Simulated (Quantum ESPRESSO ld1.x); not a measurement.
Values are calculated unless marked as measured or tabulated.
All-electron atom: Se+ in [Ar] 3d10 4s2 4p3. Level of theory: non-relativistic Kohn-Sham, PW91, spin-unpolarised, spherical densities, point nucleus (ld1.x of Quantum ESPRESSO 7.5).

Unscreened Slater integrals over Kohn-Sham orbitals (cm^-1).

integral,value
"F0(4p,4p)",93346
"F2(4p,4p)",48685
"F0(4p,4s)",101200
"G1(4p,4s)",66954
"F0(4p,3d)",122120
"F2(4p,3d)",24087
"G1(4p,3d)",8163.9
"G3(4p,3d)",7390.1
"F0(4p,3p)",122610
"F2(4p,3p)",22578
"G0(4p,3p)",5457.2
"G2(4p,3p)",6301.8
"F0(4p,3s)",122700
"G1(4p,3s)",5941.7
"F0(4s,4s)",111660
"F0(4s,3d)",142870
"G2(4s,3d)",12040
"F0(4s,3p)",143630
"G1(4s,3p)",9228.5
"F0(4s,3s)",143800
"G0(4s,3s)",6838.0
"F0(3d,3d)",322000
"F2(3d,3d)",152960
"F4(3d,3d)",95974
"F0(3d,3p)",326150
"F2(3d,3p)",156030
"G1(3d,3p)",189040
"G3(3d,3p)",116840
"F0(3d,3s)",328120
"G2(3d,3s)",142900
"F0(3p,3p)",333540
"F2(3p,3p)",167240
"F0(3p,3s)",335440
"G1(3p,3s)",221620
"F0(3s,3s)",337750

Derived for the open shells (J is the average intra-shell exchange parameter used in DFT+U). 4p: J = F2/5 = 9737 cm^-1.
